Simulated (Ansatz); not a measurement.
Abridged output of a molecular run in Ansatz:

```
Functional definition: HF
1558 factors; integrals over basis functions are off by at most 1.1e-3 eV
mean field evaluation 1: about -10281.6273 eV, gradient 4.5e1 eV
mean field evaluation 2: about -10281.7304 eV, gradient 4.5e1 eV
mean field evaluation 4: about -10286.5455 eV, gradient 3.4e0 eV
mean field evaluation 8: about -10286.5979 eV, gradient 2.2e-1 eV
mean field -10286.59810349 eV, -378.0255077967 hartree, gradient 3.2e-6 eV, S^2 0.000000; 0 other end points of the search recorded, 0 dependent functions left out
8 core orbitals not correlated: weight in the atoms' cores, before any rotation towards them, 1.000 or more for the frozen orbitals, at most 0.000 for the correlated occupied ones
reference -10286.59810349 eV, -378.0255077967 hartree; 13, 13 occupied and 254, 254 virtual orbitals, 1558 factors
second order -18.73064085 eV of doubles, -0.00000000 eV of singles
cycle   1  -19.66972758 eV  change   -9.4e-1 eV  update   8.0e-2
cycle   2  -20.13434102 eV  change   -4.6e-1 eV  update   2.3e-2
cycle   3  -20.18675594 eV  change   -5.2e-2 eV  update   7.7e-3
cycle   4  -20.18477142 eV  change    2.0e-3 eV  update   1.9e-3
cycle   5  -20.18487336 eV  change   -1.0e-4 eV  update   6.3e-4
cycle   6  -20.18479591 eV  change    7.7e-5 eV  update   2.0e-4
cycle   7  -20.18474980 eV  change    4.6e-5 eV  update   6.9e-5
cycle   8  -20.18475449 eV  change   -4.7e-6 eV  update   2.6e-5
perturbative correction -0.69660103 eV, -0.0255996158 hartree
Total energy: -10307.47945902 eV, -378.7928834583 hartree
```

Its atoms:

Z-matrix (Å, degrees):
```
C
Al 1 1.977
H 1 1.096 2 113.1
H 1 1.096 2 110.7 3 119.0
H 1 1.096 2 112.7 3 -122.1
C 2 1.977 1 117.8 3 168.1
N 2 2.071 1 100.7 3 59.9
H 2 1.612 1 117.0 3 -44.3
H 6 1.096 2 113.1 1 -168.1
H 6 1.096 2 110.7 1 72.8
H 6 1.096 2 112.7 1 -46.0
H 7 1.015 2 110.6 1 -179.2
H 7 1.015 2 110.6 1 -59.9
H 7 1.015 2 111.9 1 60.4
```

Problem. Which basis set was used?
A. def2-TZVPPD
B. def2-TZVPP
C. def2-QZVPP
D. def2-SVP

Solution. B. It gives 275 functions.

Problem. Write the keys of the input that set method, charge and spin (a neutral closed shell needs none for the last two).

Solution. 
```yaml
correlation: {method: ccsd_t}
```
